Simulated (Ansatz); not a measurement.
`N=C(N)[SeH]` + `[SiH3][SeH]` → `N=C(N)[Se][SiH3]` + H₂Se  (substitution at a C–Se bond)

Isolated molecules relaxed with PBE0-D4/def2-TZVP in Ansatz; ΔE leaves out vibrations. CCSD(T)/CBS is the MP2 limit (def2-TZVPP, def2-QZVPP) plus CCSD(T) − MP2 in def2-TZVPP, frozen cores. For Se outer-core shells are correlated without core-valence functions, which leaves a few kJ/mol of doubt a bond. Scalar relativity is left out up to krypton. One conformer a species, not always the lowest.

`N=C(N)[SeH]`:

```xyz
8

N    -1.024   -0.042   -0.948
C    -0.024   -0.037   -0.180
N     0.785   -1.126   -0.026
Se    0.678    1.472    0.838
H    -1.445    0.870   -1.065
H     0.454   -1.959   -0.488
H     1.220   -1.263    0.870
H    -0.645    2.084    0.999
```

`[SiH3][SeH]`:

Z-matrix (Å, degrees):
```
Si
Se 1 2.279
H 1 1.484 2 111.4
H 1 1.484 2 111.5 3 -122.1
H 1 1.483 2 104.9 3 119.0
H 2 1.469 1 93.0 3 60.4
```

`N=C(N)[Se][SiH3]`:

Cartesian coordinates in Å:
```
N -0.009 0.433 -1.638
C 0.246 -0.578 -0.929
N 0.002 -1.846 -1.352
Se 1.111 -0.594 0.837
Si -0.083 1.162 1.654
H 0.339 1.300 -1.247
H -0.146 -2.562 -0.664
H -0.509 -1.924 -2.218
H 0.174 2.394 0.865
H 0.411 1.348 3.040
H -1.536 0.869 1.652
```

H₂Se:

Cartesian coordinates in Å:
```
Se -0.641 0.183 0.155
H 0.529 0.892 -0.374
H 0.112 -1.074 0.219
```

```tsv
level	ΔE (kcal/mol)
HF/def2-TZVPP	1.2
MP2/def2-QZVPP	-1.1
```

Question: What does CCSD(T)/CBS give? (Best estimate.)

Answer: The calculation gave: -0.8 kcal/mol. The listed levels differ from it by 2.0, -0.3 kcal/mol.

Largest T1 diagnostic among the species: 0.013.

The D4 term adds −1.4 kcal/mol with B3LYP and −0.9 kcal/mol with PBE0; it sums over pairs of atoms, weighted by their polarisabilities, and B3LYP, whose exchange is more repulsive, gets the larger term. In def2-TZVPP, CCSD(T) changes the Hartree–Fock value by −2.0 kcal/mol (the triples alone add −0.5 kcal/mol) and MP2 by −2.3 kcal/mol.

B3LYP here is the variant with VWN-RPA as its local correlation; programs differ in this.
